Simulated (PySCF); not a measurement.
# Electron correlation in O- (oxygen, charge -1)

[He] 2s2 2p5, 2P determinant. Computed with PySCF 2.14 in aug-cc-pVQZ, with no relativity, point nucleus. Frozen: 1s2; 7 electrons correlated.

```json
{"level": "CCSD", "correlation energy (mhartree)": "-240.44"}
{"level": "(T)", "correlation energy (mhartree)": "-9.65"}
{"level": "CCSD(T)", "correlation energy (mhartree)": "-250.09"}
```

Diagnostics: T1 = 0.022, D1 = 0.0446, largest double amplitude 0.041.

Task: Is a single reference adequate?

Result: Yes: T1 lies below 0.03 and no double amplitude reaches 0.07.
